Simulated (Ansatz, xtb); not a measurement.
BrFGeH4OSi: which of two isomers lies lower

Structure I: `F[SiH2][O][GeH2][Br]`, a singlet. Structure II: `F[Si@H](Br)[O][GeH3]`, a singlet. Both are isolated molecules in the gas phase, relaxed with PBE0-D3(BJ)/pcseg-1, each in the lowest conformer that the search found.

Problem. Estimate which is lower in electronic energy at CCSD(T)/def2-SVP + ΔMP2/def2-TZVPP, and by roughly how much.

Solution. The CCSD(T)/def2-SVP + ΔMP2/def2-TZVPP calculation puts structure II lower, by 4.3 kcal/mol.

How the difference moves with the method:

```csv
level,geometry,E(II) − E(I) (kcal/mol),departure from the last row (kcal/mol),"job, with rough time for the two"
PBE0-D3(BJ)/pcseg-1,PBE0-D3(BJ)/pcseg-1,−5.2,−0.9,"optimisation, 1.9 min"
HF/def2-SVP,PBE0-D3(BJ)/pcseg-1,−2.5,+1.8,part of the CCSD(T) run
MP2/def2-SVP,PBE0-D3(BJ)/pcseg-1,−3.8,+0.5,part of the CCSD(T) run
CCSD(T)/def2-SVP,PBE0-D3(BJ)/pcseg-1,−3.5,+0.8,single point
CCSD(T)/def2-SVP + ΔMP2/def2-TZVPP,PBE0-D3(BJ)/pcseg-1,−4.3,,"single point, 51 s"
```

As drawn, II has 1 Br–Si, 1 Ge–H in place of 1 Br–Ge, 1 Si–H.

The levels shown agree on the order. The largest departure from CCSD(T)/def2-SVP + ΔMP2/def2-TZVPP is that of HF/def2-SVP, 1.8 kcal/mol. Levels run at GFN2-xTB geometries aren't shown. The last row adds to CCSD(T) the change of the MP2 difference between the two basis sets, here −0.8 kcal/mol.

With harmonic frequencies from PBE0-D3(BJ)/pcseg-1 (ideal gas, rigid rotor, one conformer each, 298.15 K, 1 atm): on the last row, ΔE + ΔZPE = −4.6 kcal/mol. A mode under 50 cm⁻¹ makes harmonic enthalpies and free energies unreliable, so none is given.

The correlated steps freeze 25 core orbitals; the filled d shell of Br and Ge is correlated, in a basis made for valence electrons. Programs: Ansatz 0.2.0; the last row on 2 threads of Intel(R) Xeon(R) 6975P-C (Granite Rapids) on a shared host.
